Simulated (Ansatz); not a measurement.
Born–Oppenheimer molecular dynamics of CH₄BClO (8 atoms, charge 0, multiplicity 1). It starts from a relaxed structure.

The calculation used UKS LDA/6-31G (Ansatz).

| Quantity | Value |
| --- | --- |
| ensemble | NVT, Langevin thermostat |
| time step | 0.5 fs |
| steps asked | 150 |
| set temperature | 3000 K |
| friction | 0.02 /fs |
| seed | 470631 |

Frames 5 fs apart, positions in Å, forces in eV/Å.

Velocities at 10.0 fs (Å/ps):

```
B 13.24 12.76 1.26
C -10.70 13.06 24.75
O -4.63 -6.68 -11.63
Cl 5.74 11.95 -4.13
H -26.86 36.38 59.56
H 4.42 1.98 -38.84
H -18.94 -31.64 60.83
H -37.65 3.35 -6.90
```

```xyz
8
Properties=species:S:1:pos:R:3:forces:R:3 time_fs=10.0 energy_less_start_eV=1.425 T=1918
B -0.120 1.251 -0.095 0.66 -1.12 0.03
C 0.395 -0.222 0.130 -1.22 -1.42 0.20
O 0.218 -1.165 1.113 -0.90 0.70 -1.03
Cl -1.544 -0.097 -1.127 0.75 -0.62 -0.68
H 0.875 1.649 -0.666 -0.68 1.04 -0.54
H -1.185 1.659 0.244 0.69 1.07 1.18
H 0.964 -0.658 -0.728 -0.02 0.35 0.06
H -0.092 -1.998 0.629 0.72 -0.01 0.79
8
Properties=species:S:1:pos:R:3:forces:R:3 time_fs=15.0 energy_less_start_eV=1.922 T=2336
B -0.031 1.269 -0.066 -2.80 0.50 1.39
C 0.341 -0.171 0.240 1.04 -2.92 -3.44
O 0.161 -1.208 1.026 -2.30 -0.44 3.13
Cl -1.514 -0.025 -1.137 0.69 -0.54 -0.67
H 0.756 1.938 -0.562 1.01 0.66 -1.06
H -1.139 1.715 0.229 1.23 0.60 1.13
H 0.909 -0.731 -0.568 0.25 1.81 -0.83
H -0.231 -2.013 0.566 0.89 0.32 0.36
8
Properties=species:S:1:pos:R:3:forces:R:3 time_fs=20.0 energy_less_start_eV=2.029 T=2254
B 0.026 1.288 -0.025 -2.78 4.51 0.87
C 0.262 -0.175 0.270 2.68 -0.34 -5.78
O 0.061 -1.232 0.929 -1.53 -0.07 5.03
Cl -1.484 0.055 -1.147 0.62 0.15 -0.28
H 0.779 2.186 -0.661 -0.75 -2.18 0.75
H -1.023 1.952 0.435 1.85 -0.90 0.05
H 0.932 -0.474 -0.625 -0.27 0.38 0.33
H -0.157 -2.065 0.532 0.17 -1.55 -0.99
8
Properties=species:S:1:pos:R:3:forces:R:3 time_fs=25.0 energy_less_start_eV=1.638 T=2211
B 0.014 1.344 0.032 -0.79 -1.47 0.59
C 0.173 -0.194 0.175 2.21 2.52 -3.81
O -0.046 -1.232 0.884 -0.96 -2.89 1.78
Cl -1.446 0.118 -1.149 0.17 0.57 -0.23
H 0.704 1.968 -0.628 1.72 -0.05 -1.67
H -0.535 2.160 0.508 -2.48 1.75 2.43
H 0.961 -0.177 -0.636 -0.23 -1.74 0.19
H -0.043 -2.136 0.392 0.36 1.32 0.71
8
Properties=species:S:1:pos:R:3:forces:R:3 time_fs=30.0 energy_less_start_eV=1.241 T=3617
B -0.041 1.373 0.098 0.38 1.78 0.03
C 0.140 -0.204 0.002 -0.23 0.01 2.12
O -0.177 -1.257 0.871 -0.05 3.35 0.10
Cl -1.410 0.160 -1.179 -0.47 0.07 -0.58
H 0.621 1.737 -0.928 -0.49 0.15 1.11
H -0.401 2.422 0.893 0.25 -2.48 -1.17
H 1.054 -0.310 -0.574 0.17 -0.94 -0.87
H 0.009 -2.087 0.449 0.45 -1.93 -0.75
8
Properties=species:S:1:pos:R:3:forces:R:3 time_fs=35.0 energy_less_start_eV=2.238 T=2492
B -0.072 1.367 0.105 0.91 -0.70 -0.07
C 0.121 -0.249 -0.171 1.05 -1.02 3.93
O -0.291 -1.263 0.849 1.83 0.01 -2.83
Cl -1.369 0.176 -1.242 -1.97 -0.71 -1.17
H 0.360 1.487 -1.028 0.87 2.33 0.60
H -0.355 2.273 1.089 0.28 -2.14 -1.93
H 1.090 -0.664 -0.703 -1.91 1.06 0.24
H 0.117 -2.133 0.429 -1.06 1.17 1.22
8
Properties=species:S:1:pos:R:3:forces:R:3 time_fs=40.0 energy_less_start_eV=1.682 T=2585
B -0.088 1.330 0.056 2.61 -4.50 -4.90
C 0.090 -0.304 -0.227 -1.06 0.08 4.43
O -0.391 -1.223 0.831 0.68 2.26 -1.24
Cl -1.322 0.175 -1.311 -2.93 -0.12 -1.42
H 0.343 1.704 -0.991 0.67 1.38 0.42
H -0.287 1.834 0.980 -1.40 1.80 3.58
H 0.745 -0.863 -0.855 1.34 0.07 -0.83
H 0.014 -2.088 0.647 0.10 -0.96 -0.03
8
Properties=species:S:1:pos:R:3:forces:R:3 time_fs=45.0 energy_less_start_eV=1.641 T=2050
B -0.051 1.249 -0.102 1.00 1.11 1.65
C 0.056 -0.343 -0.213 1.84 -2.51 0.44
O -0.476 -1.164 0.820 1.02 0.43 -0.24
Cl -1.283 0.160 -1.381 -3.42 0.83 -1.92
H 0.516 2.108 -0.983 -0.80 -1.64 1.82
H -0.499 1.603 1.196 0.52 -0.53 -2.94
H 0.632 -0.978 -1.012 0.14 1.18 1.70
H -0.148 -2.126 0.839 -0.30 1.14 -0.49
8
Properties=species:S:1:pos:R:3:forces:R:3 time_fs=50.0 energy_less_start_eV=0.811 T=2307
B 0.031 1.188 -0.200 -1.99 -1.78 3.71
C 0.040 -0.435 -0.217 1.76 1.17 0.31
O -0.532 -1.124 0.816 0.66 0.21 0.13
Cl -1.281 0.132 -1.460 -1.73 0.55 -1.64
H 0.603 2.060 -0.679 1.06 0.51 -1.15
H -0.624 1.546 0.893 0.66 -0.47 -1.72
H 0.762 -0.979 -0.870 -0.16 -0.04 0.43
H -0.266 -2.077 0.813 -0.25 -0.15 -0.07
8
Properties=species:S:1:pos:R:3:forces:R:3 time_fs=55.0 energy_less_start_eV=0.955 T=1553
B 0.093 1.060 -0.201 1.97 1.15 -1.52
C 0.024 -0.483 -0.221 1.99 1.71 -0.12
O -0.582 -1.098 0.793 0.31 -1.51 0.88
Cl -1.287 0.096 -1.536 -0.65 0.20 -1.44
H 0.858 2.033 -0.630 -0.40 -2.12 -0.24
H -0.562 1.639 0.471 -2.21 0.95 2.29
H 0.868 -0.958 -0.758 -0.50 -0.57 -0.05
H -0.366 -2.075 0.772 -0.53 0.18 0.20
8
Properties=species:S:1:pos:R:3:forces:R:3 time_fs=60.0 energy_less_start_eV=1.002 T=1239
B 0.180 0.975 -0.197 -1.68 6.92 1.30
C 0.061 -0.450 -0.222 0.37 -3.99 0.96
O -0.624 -1.074 0.786 0.65 -0.64 0.48
Cl -1.312 0.081 -1.592 0.20 0.05 -0.81
H 1.018 1.722 -0.736 -0.42 -0.99 0.09
H -0.691 1.742 0.589 1.76 -1.76 -1.26
H 0.912 -1.008 -0.680 -0.66 -0.31 -0.23
H -0.406 -2.048 0.941 -0.23 0.71 -0.53
8
Properties=species:S:1:pos:R:3:forces:R:3 time_fs=65.0 energy_less_start_eV=0.755 T=1082
B 0.203 1.020 -0.166 -0.02 -0.99 -1.41
C 0.082 -0.461 -0.223 -0.17 -3.38 1.50
O -0.619 -1.078 0.800 0.23 2.44 -0.34
Cl -1.346 0.093 -1.638 0.67 0.01 -0.13
H 1.063 1.325 -0.845 1.26 1.43 -0.89
H -0.511 1.492 0.540 -1.32 1.74 1.77
H 0.891 -1.143 -0.639 -0.90 0.63 -0.33
H -0.487 -2.009 0.942 0.25 -1.88 -0.18
```

Of the whole run (75 fs, mean temperature of the second half 1771 K): The mean temperature of the second half is 41 % below the set value. A run of 0.075 ps of so small a system gives no equilibrium averages. The orbitals stay closed-shell, which can raise the energy where a bond breaks towards radicals; this wasn't checked here. Limits of this set-up: no polarisation functions.

The run took 4.1 min on 1 thread of Arm Neoverse V1 (shared host), peak memory 0.1 GiB.
